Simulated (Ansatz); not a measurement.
The cluster Ge₃Sb₂⁻. Charge -1, multiplicity 2. Geometry r2SCAN-D4/def2-SVPD, basis def2-TZVPD, Ansatz.

```xyz
5

Sb    0.5225    0.2685   -2.0578
Sb   -1.8169   -1.0804   -1.5523
Ge   -0.8083   -0.3535    0.6955
Ge    1.6445    0.7888    0.4149
Ge    0.4582    0.3766    2.4997
```

```tsv
run	HOMO (eV)	LUMO (eV)
A	-0.53	0.21
B	-1.79	1.39
C	-0.43	0.08
D	-1.22	0.68
E	-0.71	0.17
```

In the def2 sets Sb takes a core potential; there is no spin–orbit coupling. Another isomer (doublet) lies 1.08 eV lower at PBE0-D4/def2-TZVPD; other spin states weren't run for this one.

HOMO and LUMO are taken over both spins.

The runs used B97M-V, BHLYP, PBE, PBE0, r2SCAN. Estimate which is which.

A B97M-V (0 % exact exchange); B BHLYP (50 % exact exchange); C PBE (0 % exact exchange); D PBE0 (25 % exact exchange); E r2SCAN (0 % exact exchange). Exact exchange lowers occupied and raises empty levels; among semilocal functionals meta-GGAs tend to open the gap a little, and such runs are hard to tell apart. The gap grows from 0.51 eV (PBE) to 3.19 eV (BHLYP).
